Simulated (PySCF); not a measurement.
## Correlation energy of W²⁺ (tungsten, charge +2)

[Xe] 4f14 5d3 6s1, high-spin 5F determinant (an excited configuration). Computed with PySCF 2.14 in aug-cc-pVQZ-PP with ECP60MDF, with a scalar-relativistic core potential. Frozen: 5s2 5p6; 4 electrons correlated.

MP2 pair energies summed by pair of shells (mhartree):

| pair | energy | share (%) |
| --- | --- | --- |
| 5d-5d | -15.12 | 51.1 |
| 5d-6s | -14.47 | 48.9 |

Total MP2 correlation energy: -29.59 mhartree.

Same-spin part -29.59 and opposite-spin part 0.00 mhartree; SCS-MP2 scales them by 1/3 and 6/5 to -9.86 mhartree.
